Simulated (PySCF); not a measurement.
SMILES [OH][Cd][O][SiH3] (H4CdO2Si) (B3LYP/def2-SVP optimised geometry):

```
8

Cd     1.098     0.821     0.000
O      3.064     0.821     0.000
H      3.410    -0.072     0.143
O     -0.854     1.058     0.000
Si    -2.170     0.129    -0.359
H     -2.125    -0.405    -1.760
H     -3.410     0.948    -0.215
H     -2.290    -1.058     0.551
```

Calculation: B3LYP/def2-TZVP, def2 effective core potentials past Kr (PySCF 2.14.0).

Q: What are the frontier orbital energies and the dipole moment?

A: HOMO-2 -8.31 eV, HOMO-1 -8.10 eV, HOMO -7.84 eV, LUMO -2.18 eV, LUMO+1 -0.61 eV; dipole moment 1.79 D.
